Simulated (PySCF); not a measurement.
Cl4Re, neutral, multiplicity 4. Atoms are numbered in the order given.

```xyz
5

Re     0.0000     0.0000     0.0000
Cl    -1.1601    -1.1601    -1.5758
Cl    -1.1601     1.1601     1.5758
Cl     1.1601    -1.1601     1.5758
Cl     1.1601     1.1601    -1.5758
```
Charge 0, spin multiplicity 4.

Geometry: B3LYP-D3(BJ)/def2-SVP. The multiplicity is an assumed one; other spin states were not compared. The def2 effective core potentials stand for the cores of Re; spin–orbit coupling is left out.

Calculation: PBE/def2-TZVP in PySCF.

ESP charges are fitted to the potential on shells at 1.4 to 2.0 van der Waals radii. Atomic charges (e):

```csv
atom,Löwdin,Mulliken,ESP fit,Mulliken spin
Re1,-0.43,0.86,0.20,2.45
Cl2,0.11,-0.22,-0.05,0.14
Cl3,0.11,-0.22,-0.05,0.14
Cl4,0.11,-0.22,-0.05,0.14
Cl5,0.11,-0.22,-0.05,0.14
```
